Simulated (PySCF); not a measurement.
# Bond curve of BiS⁻

Set-up: PySCF, scalar-relativistic core potentials, basis sets Bi def2-SVPD with ECP60, S def2-SVPD. Energies in eV from Bi + S⁻ in their ground configurations at the same level. All curves are PBE0. state 1: ³Σ⁻ (triplet), unpaired electrons π ↑↑; state 2: Ms = 0 determinant of mixed spin (⟨S²⟩ near 1.0), unpaired electrons π ↑↓, a mixture of terms (⟨Lz²⟩ = 2.0), a second solution, started from another occupation; state 3: singlet, one real π or δ orbital doubly filled, a mixture of terms (⟨Lz²⟩ = 2.0), a second solution, started from another occupation; state 4: ⁵Π (quintet), unpaired electrons σ ↑, π ↑↑↑, a second solution, started from another occupation.

| R (Å) | state 1 | state 2 | state 3 | state 4 |
| --- | --- | --- | --- | --- |
| 2.098 | -1.513 | -1.283 | -0.642 | 3.7992 |
| 2.196 | -2.239 | -2.007 | -1.362 | 2.5434 |
| 2.294 | -2.633 | -2.399 | -1.750 | 1.6095 |
| 2.367 | -2.771 | -2.535 | -1.883 | 1.0725 |
| 2.440 | -2.809 | -2.571 | -1.917 | 0.6461 |
| 2.513 | -2.772 | -2.532 | -1.876 | 0.3096 |
| 2.611 | -2.637 | -2.395 | -1.736 | -0.0279 |
| 2.733 | -2.382 | -2.135 | -1.474 | -0.3134 |
| 2.879 | -2.011 | -1.755 | -1.090 | -0.5144 |
| 3.074 | -1.498 | -1.215 | -0.545 | -0.6295 |

**Question.** Put a parabola through the three lowest points of the state 1 curve and estimate Re, k and ωe (reduced mass 27.73 u; 1 eV/Å² = 0.16022 mdyn/Å; ωe = 1302.8·√(k/μ) cm⁻¹).

**Answer.** Through R = 2.367, 2.44, 2.513 Å the second-order coefficient is 7.04 eV/Å², so Re ≈ 2.440 Å, k ≈ 2.25 mdyn/Å and ωe ≈ 372 cm⁻¹. A polynomial fit of higher order to the unrounded PBE0 energies gives Re = 2.437 Å, k = 2.27 mdyn/Å, ωe = 373 cm⁻¹; anharmonicity and rounding make the difference.

The higher-order fit for each curve: state 1: Re = 2.437 Å, ωe = 373 cm⁻¹, De = 2.81 eV; state 2: Re = 2.435 Å, ωe = 374 cm⁻¹, minimum 2.57 eV below the ground-state fragments; state 3: Re = 2.433 Å, ωe = 375 cm⁻¹, minimum 1.92 eV below the ground-state fragments; state 4: Re = 3.212 Å, ωe = 124 cm⁻¹, minimum 0.65 eV below the ground-state fragments.

These are scalar-relativistic numbers at best; spin–orbit coupling would shift them, the dissociation energy most. For an ion De counts to the pair picked by the measured ionisation energies or electron affinities, which need not be the lowest pair at this level. The highest Kohn–Sham level is positive in this anion. Much of that is self-interaction error, but it also means that the finite basis helps to hold the extra electron. The state is the lowest determinant that a PBE0 search found; another state may lie lower at other levels.
